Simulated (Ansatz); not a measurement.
Basis-set series for `N[SiH](S)[GaH2]`. Charge 0, multiplicity 1. The geometry is a stationary point of PBE0-D4/def2-TZVP. It is one conformer, not always the lowest.

| functional | basis | functions | energy (Eh) | HOMO (eV) | LUMO (eV) |
| --- | --- | --- | --- | --- | --- |
| PBE0-D4 | def2-SVP | 112 | -2669.86334 | -6.66 | -0.48 |
| PBE0-D4 | def2-TZVPP | 247 | -2670.42251 | -6.71 | -0.61 |
| ωB97M-V | def2-SVP | 112 | -2670.25291 | -8.61 | 1.23 |
| ωB97M-V | def2-TZVPP | 247 | -2670.81324 | -8.68 | 1.04 |

**Question.** Give the rows for def2-QZVPP. (Best estimate.)

**Answer.** Computed: 
```tsv
functional	basis	functions	energy (Eh)	HOMO (eV)	LUMO (eV)
PBE0-D4	def2-QZVPP	466	-2670.49163	-6.72	-0.73
ωB97M-V	def2-QZVPP	466	-2670.87989	-8.70	0.70
```

Positive LUMOs are unbound and depend on the basis. Scalar relativity is left out up to krypton.
